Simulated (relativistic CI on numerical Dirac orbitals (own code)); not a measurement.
## Hyperfine structure of Br, mass number 81

Calculated at this level of theory: Dirac-Coulomb-Breit CI, KLI orbitals optimised for each configuration, model QED (radiative potential, 1s self-energy scaled to tabulated hydrogen-like ionisation energies), valence Slater integrals scaled by 0.85, P86 correlation energy added to each configuration (own radial code, finite nucleus).

Configurations in the expansion (outside the closed core [Ar] 3d10): 4s2.4p5, 4s2.4p4.5s, 4s2.4p4.5p, 4s2.4p4.4d, 4s.4p6, 4s2.4p4.6s, 4s2.4p4.6p, 4s2.4p4.5d, 4s2.4p4.4f, 4s2.4p4.6d, 4s2.4p4.5f, 4s2.4p4.5g, 4s2.4p4.6f, 4s2.4p3.4d2, 4s2.4p2.4d2.5s, 4s2.4p2.4d2.5p, 4s2.4p2.4d3, 4s2.4p2.4d2.6s, 4s2.4p2.4d2.6p. Double excitations out of closed p, d and f shells are left out; levels of such configurations are missing from the list, as are those of other unlisted configurations, and high levels can miss mixing partners. These lack a partner that the ground configuration has and come out too high: 4s2.4p4.5d, 4s2.4p4.4f, 4s2.4p4.6d, 4s2.4p4.5f, 4s2.4p4.5g.

Nuclear spin I = 3/2, μ = 2.2686 μN, Q = 0.2579 b (tables of Stone and Pyykkö). The electronic factors are computed for point nuclear moments, without core polarisation; leaving it out makes A of s and p electrons in near-neutral atoms 20 to 40 % too small, and it can dominate for d and f shells.

| Level | E (cm⁻¹) | A (MHz) | B (MHz) |
| --- | --- | --- | --- |
| 4s2.4p5 2P°_3/2 | 0.0 | 976.7 | -310 |
| 4s2.4p5 2P°_1/2 | 3684.9 | 5662 |  |
| 4s2.4p4.5s 4P_5/2 | 63231.7 | 1345 | 353 |
| 4s2.4p4.5s 4P_3/2 | 64794.2 | 614.8 | -21.4 |
| 4s2.4p4.5s 4P_1/2 | 66705.6 | -323.5 |  |
| 4s2.4p4.5s 2P_3/2 | 67087.6 | 918.4 | 83.8 |
| 4s2.4p4.5s 2P_1/2 | 68955.5 | 1417 |  |
| 4s2.4p4.5p 4P°_5/2 | 73280.0 | 765.6 | 120 |

Levels with J = 0, under 50 % of one LS term, or S terms without an open s electron are left out. Small factors come from cancelling terms and can be off by tens of per cent or more.

Correlation outside the listed configurations is missing or only estimated: errors of thousands of cm⁻¹ between configurations and terms are usual at this charge. Rates and lifetimes follow the computed energies and can be off by large factors. The fine structure of a lone outer electron comes out too small, for d and f at times inverted, and misplaced configurations move strength between like terms. 21 of the 28 excited levels that our extract of the measured tables holds in this range could be paired (the sources list more); they are missed by 891 cm⁻¹ on average and 4254 at most, and levels without a partner can miss by more.

(1) Give the hyperfine levels of 4s2.4p5 2P°_1/2 relative to its centre of gravity.

Results:

(1) With K = F(F + 1) − I(I + 1) − J(J + 1), E = AK/2: F = 1: -7077, F = 2: 4246 MHz.

LS names give the leading component of a level, which can be under half, so a name can repeat, a term be missing and a line seem to break the LS rules.
